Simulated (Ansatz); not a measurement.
Reaction (redistribution): `[Cl][InH][Cl]` + `CC[N](C)[Hf]([OH])([OH])[F]` → `CC[N](C)[InH][Cl]` + `[OH][Hf]([OH])([F])[Cl]`

Isolated molecules relaxed with PBE0-D4/def2-TZVP in Ansatz; ΔE leaves out vibrations. CCSD(T)/CBS adds triple-zeta CCSD(T) − MP2 to the extrapolated MP2 energy (def2 sets, frozen cores). Functionals use def2-TZVPP. def2 core potentials past Kr. For Hf, In outer-core shells are correlated without core-valence functions, which leaves a few kJ/mol of doubt a bond. One conformer a species, not always the lowest.

`[Cl][InH][Cl]`:

```xyz
4

Cl    0.574    1.982   -0.746
In    0.160   -0.143    0.066
Cl   -2.102   -0.620    0.115
H     1.368   -1.220    0.565
```

`CC[N](C)[Hf]([OH])([OH])[F]`:

Z-matrix (Å, degrees):
```
Hf
C 1 2.975
O 1 1.930 2 131.7
F 1 1.931 2 90.2 3 -121.9
N 1 2.026 2 25.7 3 10.3
O 1 1.935 2 98.4 3 130.6
C 1 3.142 2 46.7 3 9.8
H 2 1.098 1 123.3 3 -95.4
H 2 1.097 1 73.6 3 165.1
H 2 1.099 1 126.8 3 66.4
H 3 0.952 1 155.1 2 155.1
H 6 0.952 1 154.4 2 -23.8
C 7 1.522 1 121.5 2 85.3
H 7 1.094 1 78.6 2 -169.3
H 7 1.101 1 124.4 2 -67.2
H 13 1.093 7 110.6 1 25.7
H 13 1.093 7 110.5 1 145.5
H 13 1.092 7 111.8 1 -94.8
```

`CC[N](C)[InH][Cl]`:

Cartesian coordinates in Å:
```
C -1.524 1.003 0.704
C -0.813 -0.343 0.683
N 0.384 -0.379 -0.129
C 0.155 -0.301 -1.550
In 2.211 -0.448 0.674
Cl 3.825 -0.428 -1.020
H -2.413 0.956 1.338
H -0.864 1.782 1.096
H -1.846 1.305 -0.294
H -1.515 -1.113 0.325
H -0.557 -0.623 1.711
H -0.288 0.655 -1.859
H 1.093 -0.416 -2.096
H -0.526 -1.100 -1.881
H 2.678 -0.550 2.298
```

`[OH][Hf]([OH])([F])[Cl]`:

```xyz
7

O    -1.245    0.943    0.661
Hf   -0.159   -0.306   -0.280
O     1.656   -0.218    0.288
F    -0.818   -2.063    0.069
Cl   -0.283    0.130   -2.601
H    -1.671    1.598    1.202
H     2.520   -0.084    0.660
```

```json
{"level": "PBE0-D4", "ΔE (kcal/mol)": "-0.3"}
{"level": "CCSD/def2-TZVPP", "ΔE (kcal/mol)": "-0.6"}
```

(1) What does CCSD(T)/CBS give? (Estimate.)

Largest T1 diagnostic among the species: 0.015.

Results:

(1) The calculation gave: -2.3 kcal/mol. The listed levels differ from it by 2.0, 1.7 kcal/mol.

In def2-TZVPP, CCSD(T) changes the Hartree–Fock value by −1.9 kcal/mol (the triples alone add −0.4 kcal/mol) and MP2 by −2.6 kcal/mol.
